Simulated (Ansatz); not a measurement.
A made-up structure of SiNH2Te (charge -1), singlet:

```xyz
5
angstrom
N 0.0812 0.2291 -0.2737
Si 0.9369 -1.1008 0.2689
Te -0.8105 -1.0503 1.6000
H -0.4503 0.2529 -1.1439
H 0.3622 1.1964 -0.1129
```

It is relaxed with PBE-D4/def2-SVPD and then PBE0-D4/def2-TZVPD (Ansatz 0.2.0). Atoms count as bonded within 1.22 times the sum of their covalent radii (H–H: 0.88 Å). The end point is not checked to be a true minimum.

(1) Does its bonding change? (A judgement: the text doesn't fix the answer.)

Results:

(1) By the calculation: Yes. Formed: none; broken: N1–Te3.

Where it ends: The first stage lowers the energy by 3.17 eV in 22 steps. It ends as SiNH₂Te ([NH2][Si][Te]), total charge -1:
```
5
angstrom
N 0.1267 0.3185 -0.5556
Si 0.4302 -1.2687 0.0921
Te -0.5045 -1.1591 2.3331
H 0.4062 0.5816 -1.4880
H -0.3391 1.0550 -0.0432
```

Labels in which every atom is bracketed show which atoms are joined, not bond orders.

For scale, one of the runs: PBE0-D4/def2-TZVPD relaxation, 157 basis functions, launched by `ansatz run in.yaml --threads 2 --pin off --events-out ev --progress --plain --max-ram 4352MiB`. Hardware: 2 CPU threads of an Arm Neoverse N1, shared host. Wall time about 48 s.
